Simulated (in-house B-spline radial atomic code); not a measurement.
The outermost shell (largest non-relativistic mean radius) with and without relativity; Dirac values are averaged over j. Computed with an all-electron radial atomic-structure program (B-spline basis): non-relativistic Hartree-Fock and Dirac-Hartree-Fock, averages of the configuration (point nuclei without relativity, finite nuclei with it).

```csv
ion,configuration,outermost shell,radius non-relativistic (bohr),radius Dirac (bohr),radius change (%),level non-relativistic (eV),level Dirac (eV),spin-orbit splitting (eV)
Cs3+,[Kr] 4d10 5s2 5p4,5p,1.9527,1.929,-1.2144,-44.346,-44.694,2.0451
Ba3+,[Kr] 4d10 5s2 5p5,5p,1.8654,1.8421,-1.2483,-47.200,-47.589,2.4161
La3+,[Kr] 4d10 5s2 5p6,5p,1.7874,1.7644,-1.2853,-50.093,-50.526,2.8276
Ce3+,[Xe] 4f1,5p,1.7511,1.725,-1.4863,-51.188,-51.775,3.0737
Pr3+,[Xe] 4f2,5p,1.7176,1.6889,-1.6685,-52.224,-52.953,3.3279
Nd3+,[Xe] 4f3,5p,1.6865,1.6554,-1.8403,-53.213,-54.078,3.592
Pm3+,[Xe] 4f4,5p,1.6573,1.6241,-2.0064,-54.166,-55.166,3.8673
```
